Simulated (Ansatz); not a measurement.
Geometry optimisation, DFT PBEsol, scalar-relativistic, plane waves, PAW in Ansatz.

Input:

```yaml
crystal:
  lattice:
    - [8.598418, 0.0, 0.0]
    - [4.299209, 7.446449, 0.0]
    - [0.0, 0.0, 20.020579]
  atoms:
    - { symbol: Sr, position: [0.1666667, 0.1666667, 0.0499486] }
    - { symbol: Sr, position: [0.6666667, 0.1666667, 0.0499486] }
    - { symbol: Sr, position: [0.1666667, 0.6666667, 0.0499486] }
    - { symbol: Sr, position: [0.6666667, 0.6666667, 0.0499486] }
    - { symbol: Sr, position: [-0.1666667, 0.3333333, 0.2252827] }
    - { symbol: Sr, position: [0.3333333, 0.3333333, 0.2252827] }
    - { symbol: Sr, position: [-0.1666667, 0.8333333, 0.2252827] }
    - { symbol: Sr, position: [0.3333333, 0.8333333, 0.2252827] }
    - { symbol: Sr, position: [0.0, 0.0, 0.4006167] }
    - { symbol: Sr, position: [0.5, 0.0, 0.4006167] }
    - { symbol: Sr, position: [0.0, 0.5, 0.4006167] }
    - { symbol: Sr, position: [0.5, 0.5, 0.4006167] }
    - { symbol: C, position: [0.6633509, 0.6683878, 0.464551] }
    - { symbol: H, position: [0.5862367, 0.6263474, 0.4945201] }
    - { symbol: H, position: [0.740465, 0.7104282, 0.4945201] }
basis:
  ecutwfc: 420.0
kpoints:
  mp_grid: { grid: [2, 2, 1] }
hamiltonian:
  xc: pbesol
scf:
  occupations: { method: fermi_dirac, width: 0.05 }
  lower_state_search: "off"
relax:
  f_tol: 0.08
  max_steps: 25
  adjacent_minimum: "off"
  constraints: [{ sites: [0, 1, 2, 3] }]
output:
  write_density: true
  write_potential: true
  elf: true
  volumetric_format: npy
```

Run as:

```bash
$ ansatz run input.yaml --threads 2 --pin off --max-ram 5120MiB --backend cpu --events-out ev --progress --plain --runs-dir out
```

Where does it end, and by what steps?

It converged. The threshold is loose, so the end isn't yet a minimum. The force dipped under the threshold on the way, but the program's further checks kept it going. Limits of this set-up: thin slab, slab without dipole correction, open-shell adsorbate without spin. After 8 steps the energy has fallen by 0.681 eV; Sr9 moved furthest, 0.47 Å.

```tsv
step	energy less start (eV)	largest force component (eV/Å)	accepted
0	0.0000	2.858	yes
1	-0.5164	1.078	yes
2	-0.5915	1.045	yes
3	-0.6613	0.406	yes
4	-0.6675	0.214	yes
5	-0.6793	0.023	yes
6	-0.6793	0.023	yes
7	-0.6621	0.635	no
8	-0.6806	0.020	yes
```

```xyz
15
Lattice="8.5984 0.0000 0.0000 4.2992 7.4464 0.0000 0.0000 0.0000 20.0206" Properties=species:S:1:pos:R:3
Sr 2.150 1.241 1.000
Sr 6.449 1.241 1.000
Sr 4.299 4.964 1.000
Sr 8.598 4.964 1.000
Sr 0.001 2.492 4.311
Sr 4.302 2.497 4.492
Sr 2.134 6.213 4.334
Sr 6.462 6.215 4.333
Sr -0.010 0.003 7.552
Sr 4.285 -0.221 7.868
Sr 1.891 3.813 7.850
Sr 6.701 3.824 7.851
C 8.590 4.834 9.103
H 7.734 4.942 9.830
H 9.471 5.076 9.767
```

The run took 2.1 min on 2 threads of Arm Neoverse V1, with other jobs on the host, peak memory 1.5 GiB.
